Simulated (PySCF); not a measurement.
Task: What does the PBE0-D3(BJ)/def2-SVP structure of 4-mercaptobenzoic acid, `O=C(O)c1ccc(S)cc1` look like in three dimensions?

Result: 
```xyz
16
C7H6O2S angstrom
O     -3.1104    0.2627    0.9826
C     -2.4002   -0.0166    0.0485
O     -2.8957   -0.3931   -1.1405
C     -0.9199    0.0106    0.0786
C     -0.1422   -0.3164   -1.0370
C      1.2440   -0.2737   -0.9623
C      1.8760    0.0970    0.2328
S      3.6249    0.1750    0.4080
C      1.0955    0.4249    1.3526
C     -0.2875    0.3808    1.2709
H     -3.8599   -0.3745   -1.0475
H     -0.6318   -0.6056   -1.9681
H      1.8403   -0.5307   -1.8408
H      3.9271   -0.2031   -0.8510
H      1.5796    0.7150    2.2881
H     -0.9095    0.6334    2.1321
```

Any rigid rotation of these coordinates is as good. Atoms count from 1 in this order. The C–C distances run from 1.386 Å (C9–C10, aromatic) to 1.481 Å (C2–C4, drawn single), a spread of 0.095 Å. Of the pairs four or more bonds apart, O3···H12 is among the closest relative to their van der Waals radii: 2.42 Å, 89 % of the sum of Bondi's values. The 6-membered ring C4–C5–C6–C7–C9–C10 has internal angles of 119.3° to 120.6° (sum 720°, against 720° for a flat polygon); it is planar, 0.00 Å rms from its mean plane, widest ring torsion 0°. O3 (acid hydroxyl oxygen) is bent (angle 106.1°).

Bonds between heavy atoms (Å): O1=C2 1.206, C2–O3 1.342, C2–C4 1.481, C4–C5 1.399, C5–C6 1.389, C6–C7 1.402, C7–S8 1.759, C7–C9 1.404, C9–C10 1.386, C4–C10 1.400.

Method used: PBE0-D3(BJ)/def2-SVP geometry optimisation, gas phase (PySCF).

Point group: Cs (every atom within 0.08 Å of its image). PBE0-D3(BJ)/def2-SVP frequencies: not computed here. One conformer, not necessarily the lowest (O1–C2–O3–H 0°, O1–C2–C4–C5 180°, C6–C7–S8–H 0°).

Time: 2.6 min; peak memory 0.92 GiB. Hardware: an Intel Xeon Platinum 8488C with one thread, no GPU, shared host with 192 logical CPUs at a one-minute load of 78. This is the geometry optimisation.
